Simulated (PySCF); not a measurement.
2-methyl-1,3,2-dioxaborolane (C3H7BO2), SMILES CB1OCCO1.

The structure is a stationary point at PBE0-D3(BJ)/def2-SVP. The values are those of a single conformer.

Level of theory: TDDFT-PBE0/def2-SVPD (PySCF).

Vertical excitations. 

Problem. Estimate the UV-visible absorptions. (The exact figures need the calculation; the answer reports its results.)

Solution. 
| state | energy (eV) | λ (nm) | f | main pairs |
|---|---|---|---|---|
| S1 | 7.03 | 176 | 0.000 | HOMO→LUMO 97 % |
| S2 | 7.86 | 158 | 0.002 | HOMO→LUMO+1 95 % |
| S3 | 7.94 | 156 | 0.042 | HOMO→LUMO+2 97 % |
| S4 | 8.40 | 148 | 0.019 | HOMO→LUMO+3 91 % |
| S5 | 8.66 | 143 | 0.030 | HOMO−1→LUMO 96 % |
| S6 | 8.77 | 141 | 0.000 | HOMO→LUMO+4 80 % |
| S7 | 8.82 | 141 | 0.000 | HOMO−2→LUMO 44 %, HOMO→LUMO+5 42 % |
| S8 | 8.86 | 140 | 0.002 | HOMO→LUMO+5 49 %, HOMO−2→LUMO 43 % |
| S9 | 8.98 | 138 | 0.039 | HOMO−4→LUMO 96 % |
| S10 | 9.06 | 137 | 0.026 | HOMO−3→LUMO 94 % |
| T1 | 6.88 | 180 | 0 | HOMO→LUMO 94 % |
| T2 | 7.12 | 174 | 0 | HOMO→LUMO+2 87 % |
| T3 | 7.67 | 162 | 0 | HOMO→LUMO+1 86 % |
| T4 | 8.20 | 151 | 0 | HOMO→LUMO+3 77 %, HOMO−2→LUMO 12 % |
Triplets are in the Tamm–Dancoff approximation, which puts them higher than full response would, so one can lie above its singlet here.
